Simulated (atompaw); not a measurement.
How hard is this S PAW (atompaw) potential?

```
Element                 : S (Z = 16)
Generator               : atompaw 4.2.0.5
Type                    : PAW
Functional              : LDA (PW92)
Relativity              : scalar-relativistic
Frozen core             : [Ne]
Valence charge          : 6
Reference configuration : 3s2 3p4
Partial waves           : 3s (bound): rc 1.50 bohr; 3s channel at 0.05 Ry: rc 1.50 bohr; 3p (bound): rc 1.50 bohr; 3p channel at 1.3 Ry: rc 1.45 bohr; 3d channel at -0.15 Ry: rc 1.50 bohr
Local potential         : bessel scheme, radius 1.20 bohr
Core correction         : smooth core density matched at 1.15 bohr
Augmentation charge     : besselshape compensation charge, radius 1.15 bohr; PAW radius 1.50 bohr; waves and projectors: custom polynom2 7 10 vanderbiltortho
```

The pseudo-atom Hamiltonian at the reference potential is diagonalised in spherical Bessel functions j_l(qr) that vanish at 20 bohr, with q² up to the cutoff. All-electron valence levels (Ry): 3s -1.2701, 3p -0.5223.

Q: How do the lowest levels (Ry) of each channel move with the cutoff, and are there ghosts?

A:

```json
{"cutoff (Ry)": "8", "s #1": "-1.2600", "p #1": "-0.4955", "d #1": "0.0715", "d #2": "0.1567", "f #1": "0.1175", "f #2": "0.2519", "Σ f·Δε (mRy)": "127.5"}
{"cutoff (Ry)": "10", "s #1": "-1.2619", "p #1": "-0.5119", "d #1": "0.0714", "d #2": "0.1557", "f #1": "0.1175", "f #2": "0.2519", "Σ f·Δε (mRy)": "58.3"}
{"cutoff (Ry)": "12", "s #1": "-1.2646", "p #1": "-0.5189", "d #1": "0.0713", "d #2": "0.1550", "f #1": "0.1175", "f #2": "0.2519", "Σ f·Δε (mRy)": "24.8"}
{"cutoff (Ry)": "15", "s #1": "-1.2671", "p #1": "-0.5219", "d #1": "0.0712", "d #2": "0.1544", "f #1": "0.1175", "f #2": "0.2519", "Σ f·Δε (mRy)": "7.8"}
{"cutoff (Ry)": "18", "s #1": "-1.2693", "p #1": "-0.5223", "d #1": "0.0712", "d #2": "0.1540", "f #1": "0.1175", "f #2": "0.2519", "Σ f·Δε (mRy)": "1.9"}
{"cutoff (Ry)": "21", "s #1": "-1.2699", "p #1": "-0.5223", "d #1": "0.0712", "d #2": "0.1539", "f #1": "0.1175", "f #2": "0.2519", "Σ f·Δε (mRy)": "0.5"}
{"cutoff (Ry)": "25", "s #1": "-1.2701", "p #1": "-0.5223", "d #1": "0.0712", "d #2": "0.1538", "f #1": "0.1175", "f #2": "0.2519", "Σ f·Δε (mRy)": "0.2"}
{"cutoff (Ry)": "30", "s #1": "-1.2701", "p #1": "-0.5223", "d #1": "0.0712", "d #2": "0.1538", "f #1": "0.1175", "f #2": "0.2519", "Σ f·Δε (mRy)": "0.1"}
{"cutoff (Ry)": "400", "s #1": "-1.2701", "p #1": "-0.5223", "d #1": "0.0712", "d #2": "0.1538", "f #1": "0.1175", "f #2": "0.2519", "Σ f·Δε (mRy)": "0.0"}
```

Result: no extra level below or beside the all-electron valence levels (s, p, d, f tested); 10 mRy is reached at 15 Ry and 1 mRy at 21 Ry.
